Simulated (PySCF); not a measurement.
## Mo (molybdenum, neutral) across methods

[Kr] 4d5 5p1, high-spin 7P determinant (an excited configuration). All numbers are calculated (PySCF 2.14, a scalar-relativistic core potential, in aug-cc-pVDZ-PP with ECP28MDF).

```
method  E (hartree)  mean ε 4p β (eV)  mean ε 4d α (eV)  mean ε 5p α (eV)  Σ⟨r²⟩ (bohr²)    ⟨S²⟩
  PBE0     -67.7571           -39.661            -7.160            -2.497          64.45  12.000
   UHF    -67.23839           -45.113           -10.946            -3.577          66.64  12.002
PBEsol     -67.6539           -37.532            -5.810            -2.117          63.50  12.000
   LDA     -67.5950           -37.714            -5.942            -2.226          63.19  12.000
 B3LYP     -67.7743           -39.400            -6.756            -2.365          64.94  12.000
   PBE     -67.7711           -37.586            -5.805            -2.111          64.11  12.000
  BLYP     -67.7134           -37.634            -5.547            -1.932          64.96  12.000
r2SCAN     -67.7959           -38.275            -6.114            -2.136          63.10  12.001
 HSE06     -67.7562           -39.260            -6.752            -2.176          64.68  12.000
```

Energies and moments cover only the electrons outside the core potential.
